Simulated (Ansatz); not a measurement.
Job for Ansatz (an electronic-structure program): R-SVWN5/def2-TZVPP on CH5FInN (SMILES [CH3][In]([NH2])[F]), a point of a torsion scan. Elements past Kr take the def2 small-core potentials; no spin–orbit coupling.

Ansatz 0.2 input:
```yaml
crystal:
  periodic: [false, false, false]
  atoms:
    - {symbol: C, position_ang: [-1.81213232, -0.35540467, -0.13680982]}
    - {symbol: In, position_ang: [0.21852204, 0.46342717, 0.26111523]}
    - {symbol: N, position_ang: [2.13030793, -0.14641729, 0.76457847]}
    - {symbol: F, position_ang: [0.36072675, 2.38372119, -0.20764469]}
    - {symbol: H, position_ang: [-2.00087188, -0.22801617, -1.19841920]}
    - {symbol: H, position_ang: [-1.83501753, -1.40269884, 0.14327467]}
    - {symbol: H, position_ang: [-2.51966370, 0.22648997, 0.44472365]}
    - {symbol: H, position_ang: [2.68711044, 0.69865973, 0.87395670]}
    - {symbol: H, position_ang: [2.16157418, -0.63470916, 1.65496563]}
basis:
  gaussian:
    orbitals: def2-TZVPP
hamiltonian:
  xc: {name: SVWN5}
scf: {lower_state_search: off}
```

The log:

```
WARN ansatz: RAYON_NUM_THREADS=1 ignored (pool sized by the plan → 1); use --threads N
Functional definition: SVWN5
these checks for a lower state are left out or cut short: stability, starts, cluster_reference, orbital_swaps, neighbouring_geometries, increment
integrals: 0.11 GiB planned
1174 factors; their error is unknown
mean field: 0.81 GiB planned
mean field evaluation 1: about -10430.1054 eV, gradient 1.1e2 eV
mean field evaluation 2: about -10340.0017 eV, gradient 2.0e2 eV
mean field evaluation 4: about -10451.6774 eV, gradient 3.3e1 eV
mean field evaluation 8: about -10454.2577 eV, gradient 5.2e-1 eV
mean field evaluation 16: about -10454.2456 eV, gradient 2.7e-4 eV
mean field -10454.24561760 eV, -384.1864403045 hartree, gradient 3.1e-6 eV, S^2 0.000000; 0 other end points of the search recorded, 0 dependent functions left out
reference -10454.24567965 eV, -384.1864425850 hartree; 24, 24 occupied and 189, 189 virtual orbitals, 1174 factors
Total energy: -10454.24567965 eV, -384.1864425850 hartree
Checks for a lower state left out: stability, starts, cluster_reference, orbital_swaps, neighbouring_geometries, increment
```

Self-consistency was reached.

Cost: roughly 2.2 core-seconds.
